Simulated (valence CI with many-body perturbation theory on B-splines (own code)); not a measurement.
# Re25+: calculated level list

Calculated by valence CI with perturbative core correlation (CI+MBPT): four valence electrons over a frozen Dirac-Fock core [Kr] 4d10, a basis of 7 s, 7 p, 7 d, 7 f, 4 g, 2 h functions for each j, with the one-electron correlation potential Σ1 (screened to all orders), the two-electron term Σ2, the three-electron term Σ3, Breit, model QED; selected single and double excitations, second order for the rest, scaled by the run's own slope (own B-spline code, finite nucleus).

No measured spectrum was set against this ion. As an estimate, terms of the open shell hold to a few per cent of their energy, and close levels can change places.

Levels 1 to 45 of 202, with energies above the lowest level, (4f5/2^4) J=4. "Leading %" is the weight of the configuration and term that name the level; weights of strongly mixed levels are sums over their largest components and can fall short. In the jj column 3d3/2^4 stands for four electrons in 3d with j = 3/2.

```
No.  Configuration  Term   J  E (cm⁻¹)  Leading %      g              Leading jj
  1            4f⁴    ⁵I   4       0.0         80  0.644          4f5/2^4 (61 %)
  2            4f⁴    ⁵I   5     15942         90  0.910    4f5/2^3 4f7/2 (79 %)
  3            4f⁴    ⁵I   6     29147         87  1.052  4f5/2^2 4f7/2^2 (57 %)
  4            4f⁴    ⁵F   2     35934         35  0.947          4f5/2^4 (80 %)
  5            4f⁴    ⁵I   7     39432         70  1.124  4f5/2^2 4f7/2^2 (44 %)
  6            4f⁴    ⁵F   1     43094         79  0.119    4f5/2^3 4f7/2 (89 %)
  7            4f⁴    ³G   4     45171         28  1.023    4f5/2^3 4f7/2 (57 %)
  8            4f⁴    ⁵I   8     47778         51  1.161    4f5/2^3 4f7/2 (44 %)
  9            4f⁴    ⁵F   3     50369         65  1.144    4f5/2^3 4f7/2 (83 %)
 10            4f⁴    ⁵G   2     53898         57  0.575    4f5/2^3 4f7/2 (77 %)
 11            4f⁴    ⁵S   2     55147         58  1.686    4f5/2^3 4f7/2 (65 %)
 12            4f⁴    ⁵G   3     56900         56  0.931    4f5/2^3 4f7/2 (93 %)
 13            4f⁴    ³K   6     60005         83  0.887  4f5/2^2 4f7/2^2 (56 %)
 14            4f⁴    ⁵F   5     63855         31  1.211    4f5/2^3 4f7/2 (51 %)
 15            4f⁴    ³L   7     64391         52  0.977    4f5/2^3 4f7/2 (49 %)
 16            4f⁴    ⁵F   4     66573         68  1.226  4f5/2^2 4f7/2^2 (72 %)
 17            4f⁴    ³M   8     69671         39  1.030    4f5/2^3 4f7/2 (51 %)
 18            4f⁴    ⁵G   4     77379         65  1.042  4f5/2^2 4f7/2^2 (80 %)
 19            4f⁴    ⁵F   2     79312         26  1.158  4f5/2^2 4f7/2^2 (76 %)
 20            4f⁴    ³G   3     80105         55  0.877  4f5/2^2 4f7/2^2 (87 %)
 21            4f⁴    ⁵F   5     80333         49  1.260  4f5/2^2 4f7/2^2 (52 %)
 22            4f⁴    ³P   1     85549         58  1.032  4f5/2^2 4f7/2^2 (87 %)
 23            4f⁴    ⁵D   0     86386         57                 4f5/2^4 (66 %)
 24            4f⁴    ¹D   2     87247         36  1.048  4f5/2^2 4f7/2^2 (64 %)
 25            4f⁴    ³I   5     90171         46  1.020  4f5/2^2 4f7/2^2 (69 %)
 26            4f⁴    ³L   8     90275         63  1.002  4f5/2^2 4f7/2^2 (91 %)
 27            4f⁴    ³H   5     91112         43  1.054    4f5/2^3 4f7/2 (34 %)
 28            4f⁴    ³M   9     91351         60  1.048  4f5/2^2 4f7/2^2 (97 %)
 29            4f⁴    ⁵G   6     91701         57  1.240  4f5/2^2 4f7/2^2 (57 %)
 30            4f⁴    ³F   4     91807         52  1.201  4f5/2^2 4f7/2^2 (74 %)
 31            4f⁴    ³D   3     92368         47  1.257  4f5/2^2 4f7/2^2 (80 %)
 32            4f⁴    ³P   0     93724         84         4f5/2^2 4f7/2^2 (93 %)
 33            4f⁴    ³K   7     93848         52  0.974    4f5/2 4f7/2^3 (66 %)
 34            4f⁴    ⁵D   1     96960         83  1.497    4f5/2^3 4f7/2 (81 %)
 35            4f⁴    ³M   8     98110         37  1.040  4f5/2^2 4f7/2^2 (45 %)
 36            4f⁴    ³F   2     98659         52  0.718  4f5/2^2 4f7/2^2 (89 %)
 37            4f⁴    ³I   6     99275         45  1.113  4f5/2^2 4f7/2^2 (66 %)
 38            4f⁴    ³G   4    102460         26  1.067    4f5/2^3 4f7/2 (53 %)
 39            4f⁴    ³I   7    105880         67  1.092  4f5/2^2 4f7/2^2 (75 %)
 40            4f⁴    ⁵D   2    106110         80  1.460  4f5/2^2 4f7/2^2 (59 %)
 41            4f⁴    ³G   4    107230         47  1.098    4f5/2 4f7/2^3 (43 %)
 42            4f⁴    ³H   6    107410         48  1.115  4f5/2^2 4f7/2^2 (48 %)
 43            4f⁴    ³M  10    109500         86  1.083  4f5/2^2 4f7/2^2 (66 %)
 44            4f⁴    ⁵D   3    112550         39  1.298  4f5/2^2 4f7/2^2 (44 %)
 45            4f⁴    ³D   1    115960         55  0.840    4f5/2 4f7/2^3 (95 %)
```

Where two levels of one J and parity lie close, their mixing, g and order are uncertain.

The ionisation energy to 4f³ ⁴I°9/2 of the next ion comes out as 787.57 eV (NIST: 810 ± 40 eV (theoretical)). All 202 levels together are meant to be complete up to 1278100 cm⁻¹.
